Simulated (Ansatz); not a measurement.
System: MgH, net charge 0, doublet state. 
Geometry from a B3LYP-D3(BJ)/def2-TZVP (Ansatz, a quantum-chemistry and plane-wave program) optimisation:
SMILES: [MgH]
```xyz
2

Mg     0.0000     0.0000    -0.1341
H      0.0000     0.0000     1.6090
```
Charge 0, spin multiplicity 2.

Property: vertical electron affinity (to the singlet state of charge -1; a negative value means that the extra electron is unbound and the number depends on the basis; each state is the SCF solution reached for its spin; for the singlet the Hartree-Fock reference is unstable and T1 is 0.021), in eV. Valence correlation only, unless marked. UHF or UKS for open shells. Spin-orbit coupling is left out. Non-relativistic. Anions need diffuse functions: def2-D sets add few. Basis-set limits of correlation are two-point, X^-3; Hartree-Fock from the larger set.

```
level                                 program  vertical electron affinity (eV)
------------------------------------  -------  -------------------------------
SVWN5/def2-TZVPD                       Ansatz                             0.74
PBE/def2-TZVPD                         Ansatz                             0.64
r2SCAN/def2-TZVPD                      Ansatz                             0.54
B3LYP/def2-TZVPD                       Ansatz                             0.70
PBE0/def2-TZVPD                        Ansatz                             0.63
BHLYP/def2-TZVPD                       Ansatz                             0.56
CAM-B3LYP/def2-TZVPD                   Ansatz                             0.66
wB97M-V/def2-TZVPD                     Ansatz                             0.67
wB97X-V/def2-TZVPD                     Ansatz                             0.65
wB97X/def2-TZVPD                       Ansatz                             0.75
CCSD/def2-SVPD                         Ansatz                             0.64
CCSD/def2-TZVPPD                       Ansatz                             0.68
CCSD/def2-QZVPPD                       Ansatz                             0.73
CCSD/CBS(def2-TZVPPD,def2-QZVPPD)      Ansatz                             0.73
CCSD(T)/def2-SVPD                      Ansatz                             0.66
CCSD(T)/def2-TZVPPD                    Ansatz                             0.70
CCSD(T)/def2-QZVPPD                    Ansatz                             0.75
CCSD(T)/CBS(def2-TZVPPD,def2-QZVPPD)   Ansatz                             0.76
```
